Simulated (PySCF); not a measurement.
CH3O2, charge +1, singlet, geometry from GFN2-xTB; M06L/def2-SVP run with PySCF.

The PySCF input:
```python
from pyscf import gto, scf, dft

mol = gto.Mole()
mol.atom = '''
    O    -1.05434669   -0.40745506   -0.12561844
    C    -0.10444344    0.40406092   -0.04683357
    O     1.11194808    0.18461227    0.15144752
    H    -0.91558100   -1.37692343   -0.02991756
    H    -0.37817902    1.46306326   -0.16957957
    H     1.45960960   -0.72776304    0.27386588
'''
mol.basis = 'def2-svp'
mol.charge = 1
mol.verbose = 4
mol.build()

mf = dft.RKS(mol)
mf.xc = 'm06l'
mf.grids.radi_method = dft.radi.mura_knowles
mf.kernel()
mf.analyze()
```

It wrote (shortened):

```
PySCF version 2.14.0

[INPUT] verbose = 4
[INPUT] num. atoms = 6
[INPUT] num. electrons = 24
[INPUT] charge = 1
[INPUT] spin (= nelec alpha-beta = 2S) = 0
[INPUT] symmetry False subgroup None
[INPUT] Mole.unit = angstrom
[INPUT] Symbol           X                Y                Z      unit          X                Y                Z       unit  Magmom
[...]
nuclear repulsion = 78.4173258342373
number of shells = 27
number of NR pGTOs = 93
number of NR cGTOs = 57
basis = def2-svp
ecp = {}

******** <class 'pyscf.dft.rks.RKS'> ********
method = RKS
initial guess = minao
damping factor = 0
level_shift factor = 0
DIIS = <class 'pyscf.scf.diis.CDIIS'>
diis_start_cycle = 1
diis_space = 8
diis_damp = 0
SCF conv_tol = 1e-09
SCF conv_tol_grad = None
SCF max_cycles = 50
direct_scf = True
direct_scf_tol = 1e-13
XC library pyscf.dft.libxc version 7.1.2
    S. Lehtola, C. Steigemann, M. J. T. Oliveira, and M. A. L. Marques,  SoftwareX 7, 1–5 (2018)
XC functionals = m06l
    Y. Zhao and D. G. Truhlar,  J. Chem. Phys. 125, 194101 (2006)
    Y. Zhao and D. G. Truhlar,  J. Chem. Phys. 125, 194101 (2006)
    Y. Zhao and D. G. Truhlar,  Theor. Chem. Acc. 120, 215 (2008)
radial grids: Mura-Knowles [JCP 104, 9848 (1996); DOI:10.1063/1.471749] log3 quadrature radial grids
becke partition: Becke, JCP 88, 2547 (1988); DOI:10.1063/1.454033
pruning grids: <function nwchem_prune>
grids dens level: 3
symmetrized grids: False
atomic radii adjust function: <function treutler_atomic_radii_adjust>
small_rho_cutoff = 0
Set gradient conv threshold to 3.16228e-05
Initial guess from minao.
tot grids = 68688
init E= -190.652072517535
[...]
cycle= 1 E= -189.798386139074  delta_E= 0.854  |g|= 0.688  |ddm|= 2.44
[...]
cycle= 2 E= -189.640874137141  delta_E= 0.158  |g|= 1.14  |ddm|= 1.07
[...]
cycle= 3 E= -189.883954578868  delta_E= -0.243  |g|= 0.0863  |ddm|= 0.726
[...]
cycle= 4 E= -189.885573641397  delta_E= -0.00162  |g|= 0.0192  |ddm|= 0.0784
[...]
cycle= 5 E= -189.885650747665  delta_E= -7.71e-05  |g|= 0.00557  |ddm|= 0.0197
[...]
cycle= 6 E= -189.885657360959  delta_E= -6.61e-06  |g|= 0.000359  |ddm|= 0.00463
[...]
cycle= 7 E= -189.885657386779  delta_E= -2.58e-08  |g|= 0.000171  |ddm|= 0.000436
[...]
cycle= 8 E= -189.885657388826  delta_E= -2.05e-09  |g|= 0.00014  |ddm|= 0.000201
[...]
cycle= 9 E= -189.88565739276  delta_E= -3.93e-09  |g|= 5.04e-06  |ddm|= 9.44e-05
[...]
cycle= 10 E= -189.885657392768  delta_E= -7.79e-12  |g|= 5.39e-07  |ddm|= 6.44e-06
[...]
Extra cycle  E= -189.885657392767  delta_E= 1.42e-12  |g|= 7.15e-07  |ddm|= 8.52e-07
converged SCF energy = -189.885657392767
**** SCF Summaries ****
Total Energy =                        -189.885657392766859
Nuclear Repulsion Energy =              78.417325834237275
One-electron Energy =                 -407.123616027418450
Two-electron Energy =                  138.820632800414302
Two-electron Coulomb Energy =          162.208770006356872
DFT Exchange-Correlation Energy =      -23.388137205942563
HOMO-LUMO gap [eV] =                     7.963436054497119
**** MO energy ****
[...]
 ** Mulliken pop on meta-lowdin orthogonal AOs  **
 ** Mulliken pop  **
 ** Mulliken atomic charges  **
charge of    0O =     -0.25970
charge of    1C =      0.52442
charge of    2O =     -0.25967
charge of    3H =      0.39767
charge of    4H =      0.19963
charge of    5H =      0.39765

WARN: System has nonzero charge 1; the dipole moment is origin-dependent.
Location of origin: [0. 0. 0.]

Dipole moment(X, Y, Z, Debye):  0.56784, -2.19756,  0.25472
```
